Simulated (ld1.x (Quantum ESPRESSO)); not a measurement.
u(r) = r·R(r): atom against pseudo-atom (C)

Columns: radius, all-electron u(r) and pseudo u(r) of the 2s shell (level -25.61 eV) of carbon in the configuration [He] 2s2 2p1; PBEsol, non-relativistic, TM scheme, ld1.x (Quantum ESPRESSO) 7.5.

```
r (bohr)  all-electron   pseudo
   0.095        0.3476  -0.0801
   0.190        0.3450  -0.1549
   0.285        0.1936  -0.2210
   0.380       -0.0073  -0.2817
   0.475       -0.2092  -0.3484
   0.570       -0.3895  -0.4355
   0.665       -0.5399  -0.5461
   0.760       -0.6585  -0.6585
   0.855       -0.7460  -0.7460
   0.950       -0.8055  -0.8055
   1.045       -0.8408  -0.8408
   1.140       -0.8558  -0.8558
   1.235       -0.8544  -0.8544
   1.330       -0.8400  -0.8400
   1.425       -0.8157  -0.8157
   1.520       -0.7840  -0.7840
   1.615       -0.7471  -0.7471
   1.710       -0.7067  -0.7067
   1.805       -0.6644  -0.6644
   1.900       -0.6213  -0.6213
   1.995       -0.5782  -0.5782
   2.090       -0.5358  -0.5358
   2.185       -0.4948  -0.4948
   2.280       -0.4554  -0.4554
   2.375       -0.4180  -0.4180
   2.470       -0.3827  -0.3827
```

Question: How many radial nodes do the two functions have?

Answer: The all-electron 2s function has n − l − 1 = 1; the pseudo-wave has 0, since the states of the same l below it are removed with the core.

Question: At about which radius was the pseudo-wave matched?

Answer: 0.80 bohr, where the columns begin to agree (steps of 0.10 bohr).

Question: Where does each function peak?

Answer: Outermost all-electron maximum near 1.14 bohr, pseudo maximum near 1.14 bohr (to the table’s step).

Question: Is the pseudo-wave norm-conserving?

Answer: Yes: the TM scheme keeps the norm inside the radius equal to the all-electron one, which fixes the energy derivative of the logarithmic derivative at the level.
